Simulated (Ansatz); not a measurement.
Steps of a relaxation of CH₅GaO₃ (`C[O][Ga]([OH])[OH]`) with RKS PBE-D4/def2-SVP.

```sh
$ ansatz run in.yaml --threads 4 --pin off --events-out ev --progress --plain --max-ram 10444MiB
```

```yaml
crystal:
  periodic: [false, false, false]
  atoms:
    - {symbol: C, position_ang: [0.215600, -1.578800, 0.063700]}
    - {symbol: O, position_ang: [1.259900, -0.707900, 0.282700]}
    - {symbol: Ga, position_ang: [0.341500, 1.531800, 0.754300]}
    - {symbol: O, position_ang: [-0.979300, 1.616000, 1.224600]}
    - {symbol: O, position_ang: [0.977100, 1.720100, -1.214700]}
    - {symbol: H, position_ang: [0.520700, -2.545100, -0.174100]}
    - {symbol: H, position_ang: [-0.387200, -1.143700, -0.805800]}
    - {symbol: H, position_ang: [-0.439800, -1.536500, 0.947300]}
    - {symbol: H, position_ang: [-1.593000, 1.139400, 0.598100]}
    - {symbol: H, position_ang: [0.167700, 1.453500, -1.673100]}
basis:
  gaussian: {orbitals: def2-SVP}
hamiltonian: {xc: pbe, dispersion: d4}
relax: {f_tol: 0.03, max_steps: 200}
```

Positions (Å) and forces (eV/Å) along the path, 15 of 22 steps:

```xyz
10
step=1 energy=-59603.6600 eV
C     0.216   -1.579    0.064   -1.009    4.412   -0.066
O     1.260   -0.708    0.283    0.515    1.447    1.017
Ga    0.342    1.532    0.754   27.485   -3.822  -12.515
O    -0.979    1.616    1.225  -25.923    0.977    8.197
O     0.977    1.720   -1.215    0.018    0.768    2.570
H     0.521   -2.545   -0.174    0.840   -2.688   -0.403
H    -0.387   -1.144   -0.806   -0.340   -0.756    0.116
H    -0.440   -1.536    0.947   -0.676   -0.791    0.343
H    -1.593    1.139    0.598   -0.270    0.602    0.994
H     0.168    1.454   -1.673   -0.641   -0.150   -0.253
10
step=2 energy=-59607.8726 eV
C     0.211   -1.524    0.069   -0.724    1.934    0.175
O     1.261   -0.655    0.329    0.148    1.684    0.757
Ga    0.453    1.417    0.644    9.525   -3.874   -6.424
O    -1.005    1.594    1.219   -8.466    0.989    3.324
O     0.982    1.756   -1.198   -0.231    0.521    1.663
H     0.539   -2.540   -0.168    0.443   -0.639   -0.032
H    -0.409   -1.155   -0.809   -0.077   -0.405    0.104
H    -0.465   -1.558    0.951   -0.423   -0.545    0.047
H    -1.652    1.151    0.627   -0.156    0.240    0.391
H     0.169    1.463   -1.663   -0.040    0.094   -0.005
10
step=3 energy=-59609.6055 eV
C     0.206   -1.480    0.080   -0.459    0.122    0.219
O     1.258   -0.603    0.361   -0.111    1.551    0.618
Ga    0.511    1.267    0.534    2.834   -3.180   -2.945
O    -1.019    1.602    1.223   -2.143    0.691    1.457
O     0.980    1.783   -1.176   -0.225    0.464    0.441
H     0.557   -2.523   -0.159    0.222    0.405    0.133
H    -0.413   -1.164   -0.811   -0.002   -0.114    0.079
H    -0.486   -1.578    0.953   -0.217   -0.231   -0.102
H    -1.688    1.170    0.661   -0.200    0.023    0.090
H     0.177    1.475   -1.661    0.300    0.270    0.010
10
step=4 energy=-59610.2992 eV
C     0.199   -1.465    0.099   -0.233   -0.643    0.040
O     1.248   -0.575    0.403    0.073    0.126    0.397
Ga    0.516    1.110    0.418   -0.025   -0.668   -0.648
O    -1.013    1.608    1.246    0.094   -0.053    0.194
O     0.977    1.834   -1.173   -0.161    0.333   -0.115
H     0.582   -2.497   -0.147    0.110    0.487    0.154
H    -0.408   -1.170   -0.803    0.045    0.006    0.066
H    -0.512   -1.598    0.952   -0.088   -0.057   -0.050
H    -1.709    1.191    0.697   -0.114    0.112    0.187
H     0.202    1.511   -1.689    0.297    0.357   -0.226
10
step=6 energy=-59610.6785 eV
C     0.186   -1.570    0.147   -0.001   -0.151   -0.022
O     1.185   -0.610    0.474   -0.256    0.121   -0.082
Ga    0.412    1.021    0.218    0.046    0.209   -0.010
O    -0.952    1.588    1.292   -0.100   -0.324   -0.467
O     1.004    1.995   -1.202   -0.592   -0.332   -0.142
H     0.667   -2.551   -0.061    0.039    0.008    0.068
H    -0.395   -1.321   -0.785    0.061   -0.081    0.079
H    -0.559   -1.722    0.966    0.025   -0.029    0.001
H    -1.789    1.304    0.853    0.269    0.237    0.325
H     0.323    1.814   -1.899    0.509    0.342    0.249
10
step=9 energy=-59610.9334 eV
C     0.159   -1.725    0.193    0.080   -0.002    0.016
O     1.068   -0.630    0.135   -0.248   -0.156   -0.078
Ga    0.342    1.020    0.034    0.079    0.053   -0.105
O    -0.948    1.500    1.207   -0.129   -0.057   -0.116
O     1.114    2.144   -1.154   -0.309   -0.067   -0.180
H     0.743   -2.672    0.142   -0.023    0.074    0.036
H    -0.555   -1.742   -0.672    0.092   -0.048    0.130
H    -0.450   -1.756    1.132    0.085    0.055   -0.082
H    -1.846    1.426    0.829    0.098    0.070    0.074
H     0.456    2.383   -1.844    0.277    0.078    0.306
10
step=10 energy=-59610.9918 eV
C     0.159   -1.762    0.208    0.051    0.146   -0.051
O     1.034   -0.651    0.025   -0.211   -0.336   -0.026
Ga    0.324    0.999   -0.033   -0.163    0.015    0.188
O    -0.951    1.458    1.176   -0.224   -0.082   -0.253
O     1.137    2.142   -1.153   -0.608    0.412   -0.770
H     0.762   -2.697    0.207    0.024    0.073    0.040
H    -0.580   -1.857   -0.630    0.081   -0.045    0.134
H    -0.418   -1.727    1.165    0.079    0.034   -0.080
H    -1.858    1.483    0.805    0.291    0.049    0.103
H     0.473    2.562   -1.767    0.681   -0.265    0.715
10
step=11 energy=-59611.0843 eV
C     0.161   -1.799    0.213    0.047    0.079   -0.004
O     0.990   -0.687   -0.095   -0.096   -0.211   -0.049
Ga    0.302    0.969   -0.086   -0.074    0.105    0.046
O    -0.961    1.380    1.145   -0.191   -0.082   -0.150
O     1.126    2.146   -1.167   -0.298    0.171   -0.352
H     0.798   -2.708    0.293    0.011    0.056    0.033
H    -0.591   -2.002   -0.590    0.066    0.003    0.068
H    -0.395   -1.682    1.173    0.022   -0.014   -0.021
H    -1.832    1.611    0.762    0.197    0.052    0.060
H     0.485    2.720   -1.646    0.316   -0.159    0.369
10
step=13 energy=-59611.2469 eV
C     0.180   -1.863    0.236    0.063    0.118   -0.050
O     0.904   -0.748   -0.265   -0.056   -0.104    0.037
Ga    0.237    0.912   -0.194    0.002    0.014    0.002
O    -1.076    1.249    1.000   -0.306    0.122   -0.167
O     1.056    2.116   -1.247   -0.183    0.143   -0.097
H     0.885   -2.714    0.362    0.009    0.027    0.010
H    -0.615   -2.195   -0.473    0.017   -0.004    0.021
H    -0.306   -1.673    1.220    0.002    0.000    0.005
H    -1.723    1.919    0.688    0.289   -0.142    0.129
H     0.541    2.947   -1.324    0.162   -0.176    0.110
10
step=14 energy=-59611.2769 eV
C     0.185   -1.829    0.245   -0.047   -0.571    0.051
O     0.892   -0.776   -0.348    0.128    0.566   -0.093
Ga    0.208    0.873   -0.241   -0.011   -0.030   -0.053
O    -1.180    1.115    0.895   -0.003    0.192   -0.175
O     0.994    2.083   -1.308   -0.148    0.296    0.086
H     0.905   -2.661    0.395   -0.080   -0.164    0.091
H    -0.628   -2.203   -0.420   -0.050   -0.088    0.008
H    -0.280   -1.595    1.230    0.029    0.074    0.038
H    -1.626    1.967    0.716    0.057   -0.115    0.111
H     0.614    2.974   -1.161    0.128   -0.158   -0.065
10
step=16 energy=-59611.3074 eV
C     0.181   -1.864    0.238   -0.005   -0.110    0.010
O     0.819   -0.791   -0.429    0.039   -0.056   -0.016
Ga    0.179    0.869   -0.301   -0.032    0.081   -0.018
O    -1.221    1.119    0.807   -0.036   -0.012    0.031
O     1.006    2.128   -1.278    0.002    0.015    0.003
H     0.946   -2.626    0.511    0.006    0.038    0.006
H    -0.562   -2.374   -0.421    0.003    0.042    0.025
H    -0.346   -1.562    1.172   -0.009   -0.017   -0.022
H    -1.524    2.045    0.843    0.024    0.013   -0.011
H     0.606    3.006   -1.140    0.009    0.004   -0.008
10
step=17 energy=-59611.3089 eV
C     0.183   -1.877    0.235   -0.001    0.035   -0.002
O     0.799   -0.793   -0.436    0.011   -0.010   -0.005
Ga    0.161    0.870   -0.301   -0.009    0.022   -0.001
O    -1.237    1.137    0.809    0.001    0.005    0.000
O     1.001    2.125   -1.272    0.009    0.003   -0.004
H     0.966   -2.611    0.524    0.023   -0.023    0.009
H    -0.542   -2.405   -0.426   -0.016   -0.020   -0.016
H    -0.363   -1.581    1.160   -0.010    0.000    0.011
H    -1.499    2.075    0.852   -0.002   -0.002    0.005
H     0.613    3.009   -1.142   -0.004   -0.011    0.003
10
step=20 energy=-59611.3095 eV
C     0.178   -1.879    0.228   -0.002   -0.014   -0.002
O     0.784   -0.794   -0.453   -0.011    0.005    0.005
Ga    0.158    0.872   -0.303    0.012   -0.009    0.005
O    -1.222    1.143    0.828    0.000   -0.007   -0.001
O     0.998    2.123   -1.280   -0.002   -0.006   -0.002
H     0.972   -2.578    0.575   -0.010    0.012   -0.002
H    -0.498   -2.452   -0.449    0.010    0.008    0.009
H    -0.420   -1.575    1.118    0.005   -0.001   -0.010
H    -1.474    2.082    0.888    0.001    0.005   -0.001
H     0.607    3.006   -1.151   -0.002    0.007   -0.001
10
step=21 energy=-59611.3090 eV rejected
C     0.173   -1.881    0.221   -0.012   -0.067    0.034
O     0.774   -0.795   -0.462   -0.016    0.008    0.010
Ga    0.164    0.875   -0.291   -0.014   -0.019   -0.034
O    -1.209    1.150    0.848    0.012    0.019    0.004
O     0.989    2.119   -1.290    0.001   -0.008    0.015
H     0.973   -2.549    0.622   -0.087    0.055   -0.030
H    -0.455   -2.492   -0.474    0.061    0.060    0.070
H    -0.474   -1.573    1.077    0.049   -0.036   -0.068
H    -1.448    2.093    0.918    0.005   -0.022   -0.001
H     0.596    3.002   -1.165    0.000    0.010    0.001
10
step=22 energy=-59611.3097 eV
C     0.175   -1.879    0.225   -0.005   -0.023    0.008
O     0.779   -0.795   -0.458   -0.010    0.004    0.001
Ga    0.158    0.873   -0.302    0.010   -0.008    0.002
O    -1.214    1.145    0.838    0.000    0.001   -0.001
O     0.995    2.122   -1.285   -0.005   -0.003    0.001
H     0.971   -2.563    0.599   -0.023    0.019   -0.008
H    -0.477   -2.471   -0.460    0.019    0.016    0.018
H    -0.446   -1.573    1.098    0.012   -0.008   -0.018
H    -1.461    2.086    0.903    0.002   -0.004   -0.001
H     0.602    3.005   -1.156    0.000    0.004   -0.001
```

Run time 30 s (4 threads of an Arm Neoverse V1 on a shared host); peak host memory 0.17 GiB.
